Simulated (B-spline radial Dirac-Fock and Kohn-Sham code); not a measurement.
**Neutral magnesium: differential elastic cross section for electrons at 181 eV**

Method: relativistic (Dirac) partial waves in the static field of the Dirac-Fock atom with Furness-McCarthy exchange, without polarisation or absorption potentials. Computed with an atomic code on a B-spline grid. Below a few hundred eV the neglected polarisation potential matters, most of all at small angles.

The run's input, task.json:

```json
{"items": [{
  "Z": 12,
  "q": 0,
  "cfg": [[1, 0, 2], [2, 0, 2], [2, 1, 6], [3, 0, 2]],
  "A": 24,
  "rrms": 3.057,
  "do": "elastic",
  "energies": [[181.0, 0]],
  "theta": [5, 10, 15, 20, 25, 30, 35, 40, 45, 50, 55, 60, 65, 70, 75, 80, 85, 90, 95, 100, 105, 110, 115, 120, 125, 130, 135, 140, 145, 150, 155, 160, 165, 170, 175]
}]}
```

Run with: `python xray2_run.py task.json out`

```tsv
θ (°)	dσ/dΩ (a₀²/sr)	Sherman function
5	44.1	0.000
10	23.8	0.000
15	10.7	0.000
20	5.03	0.000
25	2.75	0.000
30	1.72	0.000
35	1.17	0.000
40	0.832	0.001
45	0.611	0.001
50	0.459	0.002
55	0.352	0.003
60	0.273	0.004
65	0.213	0.004
70	0.166	0.005
75	0.130	0.005
80	0.102	0.005
85	0.0826	0.003
90	0.0715	0.000
95	0.0692	-0.003
100	0.0762	-0.006
105	0.0927	-0.007
110	0.119	-0.007
115	0.154	-0.007
120	0.197	-0.006
125	0.248	-0.005
130	0.304	-0.004
135	0.364	-0.004
140	0.426	-0.003
145	0.488	-0.003
150	0.547	-0.002
155	0.602	-0.002
160	0.649	-0.001
165	0.688	-0.001
170	0.718	-0.001
175	0.735	0.000
```

The total elastic cross section is 11.6 a₀², the first transport cross section 3.81 a₀² and the second, weighted with (3/2) sin²θ, 3.45 a₀². The mean deflection is ⟨1 − cos θ⟩ = 0.328, and 14 % of the collisions scatter beyond 90°.

On this grid of angles the cross section has a minimum near 95°, from interference among the few low partial waves with large phase shifts.
